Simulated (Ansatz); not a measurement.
Basis-set series for C$_{3}$H$_{12}$GaN, SMILES `C[NH2+][GaH-]([CH3])[CH3]`. Charge 0, multiplicity 1. All single points use the PBE0-D4/def2-TZVP geometry. It is one conformer, not always the lowest.

| atom | x (Å) | y (Å) | z (Å) |
| --- | --- | --- | --- |
| C1 | 0.1927 | -0.4016 | 1.9271 |
| N2 | 0.9797 | 0.4256 | 1.0096 |
| Ga3 | 0.2542 | 0.4718 | -1.0239 |
| C4 | -1.5617 | 1.2392 | -0.7273 |
| C5 | 0.3951 | -1.4622 | -1.4867 |
| H6 | 0.5899 | -0.4002 | 2.9455 |
| H7 | -0.8322 | -0.0320 | 1.9437 |
| H8 | 0.1756 | -1.4247 | 1.5526 |
| H9 | 1.9403 | 0.1033 | 0.9682 |
| H10 | 1.0109 | 1.3876 | 1.3289 |
| H11 | 1.3798 | 1.4467 | -1.5915 |
| H12 | -2.0241 | 1.4830 | -1.6881 |
| H13 | -1.5316 | 2.1670 | -0.1479 |
| H14 | -2.2320 | 0.5403 | -0.2190 |
| H15 | -0.3388 | -2.0733 | -0.9535 |
| H16 | 0.2113 | -1.6033 | -2.5556 |
| H17 | 1.3908 | -1.8673 | -1.2821 |

```
functional       basis  functions  energy (Eh)  HOMO (eV)  LUMO (eV)
   PBE0-D4    def2-SVP        148  -2100.32421      -6.76       0.84
   PBE0-D4  def2-TZVPP        340  -2100.76921      -6.84       0.27
   ωB97M-V    def2-SVP        148  -2100.55805      -9.00       2.46
   ωB97M-V  def2-TZVPP        340  -2101.01485      -9.08       1.69
```

Give the rows for def2-QZVPP. (An estimate is asked.)

The calculation gave: 
| functional | basis | functions | energy (Eh) | HOMO (eV) | LUMO (eV) |
| --- | --- | --- | --- | --- | --- |
| PBE0-D4 | def2-QZVPP | 677 | -2100.82313 | -6.86 | -0.07 |
| ωB97M-V | def2-QZVPP | 677 | -2101.06738 | -9.10 | 1.07 |

Positive LUMOs are unbound and depend on the basis. Scalar relativity is left out up to krypton.

Results of the Gaussian-basis code of Ansatz.
